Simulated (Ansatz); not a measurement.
Reaction (substitution at a C–O bond): `OC(F)O[SiH3]` + H–F → `FC(F)O[SiH3]` + H₂O

Program: Ansatz. Geometries: PBE0-D4/def2-TZVP. ΔE: electronic, gas phase. CCSD(T)/CBS adds triple-zeta CCSD(T) − MP2 to the extrapolated MP2 energy (def2 sets, frozen cores). This one scheme is used for every species. Functionals use def2-TZVPP. HSE06 is defined as in plane-wave codes. Each species was taken in one conformer, which may not be the lowest.

`OC(F)O[SiH3]`:

```xyz
10

O     1.528    0.005    1.721
C     0.354    0.152    1.065
F     0.075    1.497    0.868
O     0.399   -0.451   -0.164
Si   -0.789   -0.297   -1.320
H     2.242    0.164    1.092
H    -0.446   -0.238    1.702
H    -2.122   -0.417   -0.676
H    -0.690    1.000   -2.029
H    -0.552   -1.415   -2.260
```

H–F:

Z-matrix (Å, degrees):
```
F
H 1 0.920
```

`FC(F)O[SiH3]`:

Cartesian coordinates in Å:
```
F -0.387 -1.129 1.673
C 0.136 -1.279 0.433
F -0.911 -1.568 -0.384
O 0.762 -0.162 0.038
Si 0.026 1.263 -0.448
H 0.821 -2.130 0.442
H 1.115 2.262 -0.399
H -1.074 1.624 0.475
H -0.488 1.120 -1.830
```

H₂O:

```xyz
3

O    -0.125    0.250    0.271
H    -0.050   -0.704    0.346
H     0.176    0.454   -0.617
```

```json
{"level": "HSE06-D4", "ΔE (kcal/mol)": "0.4"}
{"level": "BHLYP-D4", "ΔE (kcal/mol)": "-0.3"}
{"level": "r2SCANh", "ΔE (kcal/mol)": "-0.4"}
{"level": "RPA@PBE/def2-TZVPP", "ΔE (kcal/mol)": "0.3"}
```

(1) What does CCSD(T)/CBS give? (Estimate.)

Largest T1 diagnostic among the species: 0.012.

Answers

(1) The calculation gave: +0.8 kcal/mol. The listed levels differ from it by -0.4, -1.1, -1.2, -0.5 kcal/mol.

Leaving LDA and LC-ωPBE aside and taking each functional with its dispersion term where it has one, the values, not all of them listed here, spread over 1.4 kcal/mol, from B97M-V to PBE-QIDH. LDA lies +1.1 kcal/mol from PBE without D4. In def2-TZVPP, CCSD(T) changes the Hartree–Fock value by +2.2 kcal/mol (the triples alone add +0.3 kcal/mol) and MP2 by +2.9 kcal/mol.

CCSD(T)/CBS has its own doubt, a few kJ/mol and more with outer-core shells, so smaller differences from it don't rank the levels.
